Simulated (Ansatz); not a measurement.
Reaction: H2SiO (oxosilane, SMILES O=[SiH2]) → H2SiO (parent SMILES O=[SiH2], triplet)
Each species at its own B3LYP-D3(BJ)/def2-TZVP minimum (Ansatz, a first-principles code).

Total energies in hartree (Ansatz). UHF or UKS for unpaired electrons; spin-orbit terms are left out. Cores are frozen in correlated methods. No relativity. The T1 diagnostic of H2OSi (O=[SiH2], singlet) reaches 0.025 in the sets run. The spin of H2OSi (parent SMILES O=[SiH2], triplet) was assumed, and the state is the lowest solution found for it.

```tsv
species	HF/cc-pV(T+d)Z	CCSD(T)/cc-pV(T+d)Z	HF/cc-pV(Q+d)Z	CCSD(T)/cc-pV(Q+d)Z	CCSDT(Q)/cc-pV(T+d)Z
1: H2SiO (oxosilane, SMILES O=[SiH2])	-364.98686	-365.37464	-364.99721	-365.41049	-365.37630
2: H2SiO (parent SMILES O=[SiH2], triplet)	-364.94453	-365.27612	-364.95475	-365.30995	-365.27816
```

Work out the adiabatic triplet-singlet gap (electronic) in kcal/mol: take Hartree-Fock from cc-pV(Q+d)Z, extrapolate the CCSD(T) correlation energy as X^-3 (X = 3, 4), and add CCSDT(Q) - CCSD(T) in cc-pV(T+d)Z. 1 hartree = 627.51 kcal/mol.


Species 1: correlation (64·(-0.41328) - 27·(-0.38778))/37 = -0.43189; step -0.00166; E1 = -364.99721 + (-0.43189) + (-0.00166) = -365.43076
Species 2: correlation (64·(-0.35520) - 27·(-0.33159))/37 = -0.37243; step -0.00204; E2 = -364.95475 + (-0.37243) + (-0.00204) = -365.32922
-1·E1 +1·E2 = 0.10154 hartree = 63.7 kcal/mol.
